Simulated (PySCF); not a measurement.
Computed with PySCF with PBE0-D4/def2-TZVP // PBE0-D4/def2-SVP. Gas-phase values, no solvent. One relaxed conformer stands for a flexible species; it need not be the lowest. Delta-SCF ions had no search for a lower state. 

Reference species (SMILES): `S[Si](S)(S)S` (neutral, multiplicity 1).

```yaml
S1 oscillator strength: 0.004
vertical ionisation energy (Delta-SCF): 9.23 eV
```

Changed species: `CC[Si](S)(S)S` (3 of 4 C2H5 replaced by SH; the reference has 4 of 4 C2H5 replaced by SH).

Task: Predict the effect on the S1 oscillator strength and vertical ionisation energy (Delta-SCF).

Result: the S1 oscillator strength stays essentially unchanged; the vertical ionisation energy (Delta-SCF) drops by 0.08 eV, to 9.15 eV.
